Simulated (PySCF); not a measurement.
**Relaxation of singlet SeSF₂**

Method: PBE0/[Se def2-TZVP, S def2-TZVP, F def2-TZVP], no relativity, density fitting, PySCF. A (50,194) grid was used.

A hand-made T-shaped (ligand arrangement 2) start, of C2v symmetry, held to at least that symmetry:

Coordinates in bohr (charge 0 multiplicity 1):
```
Se    0.0000    0.0000   -0.8403
S     0.0000    0.0000    2.9580
F     3.3994    0.0000   -0.7216
F    -3.3994    0.0000   -0.7216
```

Optimiser trace:
```
step  E − E(last) (kJ/mol)  largest gradient (Eh/bohr)
   0                 18.80                     0.02132
   1                  1.64                     0.00850
   2                  0.05                     0.00136
   3                  0.00                     0.00013
   4                  0.00                     0.00001
```

It ends at C2v with Se–F 1.841 Å (×2), Se–S 2.002 Å; F–Se–F 170.2°, F–Se–S 94.9° (×2). A frequency run shows 1 imaginary mode, down to 164i cm⁻¹, so it is a saddle point. Other isomers or separated fragments may lie lower.

Final geometry:
```xyz
4
charge 0 multiplicity 1, angstrom
Se    0.0000    0.0000   -0.3870
S     0.0000    0.0000    1.6147
F     1.8347    0.0000   -0.5447
F    -1.8347    0.0000   -0.5447
```
